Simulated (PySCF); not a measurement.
A survey of 17O NMR shifts

Level of theory: shielding tensors at PBE0/pcSseg-1 (GIAO), structure optimised with GFN2-xTB, in PySCF (non-relativistic, isolated molecule, fast rotation and ring inversion assumed for equivalent nuclei, single conformer).

Shieldings were converted by a linear fit to measured shifts: 17O: δ = 266.70 − 0.911σ (rms 10.7 ppm, 155 shifts, 12.2 ppm with the 3 outliers that the fit left out vs liquid water, solution or neat liquid). A few per cent of atoms miss by over 2 rms, more outside the fitted compound classes.

Task: Give the 17O shifts of `O[Si@@H]1COC[SiH2]O1`, `C/N=C/[C@@H]1COCC[SiH2]1`.

Result: 
```json
{"compound": "[OH:1][Si@@H:2]1[CH2:3][O:4][CH2:5][SiH2:6][O:7]1", "environment": "O1: oxygen bonded to Si, H", "δ (ppm)": "8.9"}
{"compound": "[OH:1][Si@@H:2]1[CH2:3][O:4][CH2:5][SiH2:6][O:7]1", "environment": "O7: oxygen bonded to 2 Si, in a 6-membered ring", "δ (ppm)": "2.1"}
{"compound": "[OH:1][Si@@H:2]1[CH2:3][O:4][CH2:5][SiH2:6][O:7]1", "environment": "O4: ether oxygen", "δ (ppm)": "-47.6"}
{"compound": "C/N=C/[C@@H]1COCC[SiH2]1", "environment": "ether oxygen", "δ (ppm)": "3.4"}
```

Task: Order these by 17O shift, lowest first.
A. C/N=C\C(=O)CC[SiH2]C
B. C=C/C(C)=N\[C@@H]([SiH3])OC
C. C=CS(=O)(=O)C=C
D. CC(=O)c1cn(C)nc1C
E. C[C+](C)CS(=O)(=O)[O-]

Result: B (16.7 ppm, ether oxygen), C (127.4 ppm, S=O oxygen), E (204.3 ppm, oxygen of an anionic S–O group), D (540.1 ppm, ketone oxygen), A (612.3 ppm, ketone oxygen).
